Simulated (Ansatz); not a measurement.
Molecule: C3H4Cl (charge -1, singlet). It need not be the lowest isomer of its formula. Whether it binds its extra electron was not tested at this geometry. 
Structure (B3LYP-D3(BJ)/def2-TZVP (Ansatz, a first-principles code) minimum search):
```
C
C 1 1.3789
H 2 1.0835 1 120.60
H 2 1.0860 3 116.95 1 -170.71
H 1 1.0917 2 115.69 3 9.29
C 1 1.3963 5 114.07 2 176.48
H 6 1.0841 1 121.35 5 161.52
Cl 6 1.8335 7 107.97 1 138.12
```
Charge -1, spin multiplicity 1.

Basis-set convergence of Hartree-Fock and CCSD correlation energies (hartree) with Ansatz. Correlated levels leave the core frozen unless marked. Spin-orbit coupling is left out. Non-relativistic.

```
basis            functions       E(HF)  E(corr, CCSD)
---------------  ---------  ----------  -------------
aug-cc-pV(D+d)Z        137  -575.38101       -0.63139
aug-cc-pV(T+d)Z        285         ___            ___
```

**Question.** Complete the blanks.

**Answer.** 
- aug-cc-pV(T+d)Z, E(HF): -575.42132
- aug-cc-pV(T+d)Z, E(corr, CCSD): -0.75078
